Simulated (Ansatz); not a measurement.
Calculated with Ansatz (gas phase, PBE0-D4/def2-TZVP geometries, no zero-point term in ΔE). CCSD(T)/CBS is the MP2 limit (def2-TZVPP, def2-QZVPP) plus CCSD(T) − MP2 in def2-TZVPP, frozen cores. This one scheme is used for every species. DFT in def2-TZVPP. Open shells (•) are unrestricted, without spin–orbit coupling. For Ge outer-core shells are correlated without core-valence functions, which leaves a few kJ/mol of doubt a bond. Scalar relativity is left out up to krypton.

Reaction (homolysis of the C–Ge bond): `[CH3][GeH]([Cl])[C]#N` → `[CH3]`• + `N#[C][GeH][Cl]`•

```json
{"species": "`[CH3][GeH]([Cl])[C]#N`", "ωB97M-V energy (Eh)": "-2670.49190"}
{"species": "`[CH3]`•", "ωB97M-V energy (Eh)": "-39.81899"}
{"species": "`N#[C][GeH][Cl]`•", "ωB97M-V energy (Eh)": "-2630.53536"}
```

(1) Work out ΔE.

Largest T1 diagnostic among the species: 0.017.

## Answers

(1) ΔE = (-39.81899) + (-2630.53536) − (-2670.49190) = 0.13755 Eh = +361.1 kJ/mol. CCSD(T)/CBS gives +372.1 kJ/mol.

From BLYP to BHLYP (50 % exact exchange), in def2-TZVPP and without D4, ΔE moves by +17.4 kJ/mol. At CCSD(T), def2-SVP lies −22.7 kJ/mol from the extrapolated value and def2-TZVPP −8.4 kJ/mol: correlation converges slowly with the basis, and small sets miss more of it in the bonded molecule than in its fragments.
